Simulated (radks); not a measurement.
All-electron atom: Yb18+ in [Kr] 4d10 4f6. Calculated with a radial shooting solver on a logarithmic mesh with Libxc functionals: scalar-relativistic Kohn-Sham, PBE, spin-polarised, spherical densities, finite nucleus; open shells are filled with parallel spins first (spin-orbit coupling, left out, can overturn this in heavy ions); Fermi nuclear charge, rms radius 5.3108 fm.

Normalised radial functions P(r) = r R(r), r in bohr:

```
   r/bohr * 4s down (the largest magnitude, 1.72, reaches the edge; | marks zero)
0.0007179                             | *
 0.000816                             | *
  0.00092                             | *
 0.001046                             | *
 0.001179                             | *
  0.00134                             |  *
 0.001523                             |  *
 0.001717                             |  *
 0.001952                             |   *
   0.0022                             |   *
 0.002501                             |   *
 0.002842                             |    *
 0.003205                             |    *
 0.003642                             |    *
 0.004107                             |     *
 0.004668                             |     *
 0.005305                             |     *
 0.005981                             |      *
 0.006798                             |      *
 0.007665                             |      *
 0.008711                             |      *
 0.009901                             |      *
  0.01116                             |      *
  0.01269                             |     *
  0.01431                             |    *
  0.01626                             |   *
  0.01848                             |  *
  0.02083                             | *
  0.02368                             *
   0.0267                           * |
  0.03035                         *   |
  0.03449                       *     |
  0.03889                     *       |
   0.0442                   *         |
  0.05023                  *          |
  0.05664                  *          |
  0.06437                   *         |
  0.07258                     *       |
  0.08249                        *    |
  0.09375                             *
   0.1057                             |   *
   0.1201                             |        *
   0.1355                             |            *
    0.154                             |               *
    0.175                             |               *
   0.1973                             |            *
   0.2242                             |       *
   0.2528                             *
   0.2873                     *       |
   0.3266            *                |
   0.3682      *                      |
   0.4185  *                          |
   0.4718  *                          |
   0.5363     *                       |
   0.6095         *                   |
   0.6872              *              |
    0.781                   *         |
   0.8806                       *     |
    1.001                          *  |
    1.138                            *|
    1.283                            *|
    1.458                             *
    1.644                             *
    1.868                             *
```

4s down: eigenvalue -898.27 eV, 3 radial nodes at r = 0.0237, 0.0948, 0.254 bohr, <r> = 0.477 bohr, 90 % of the charge inside 0.682 bohr.
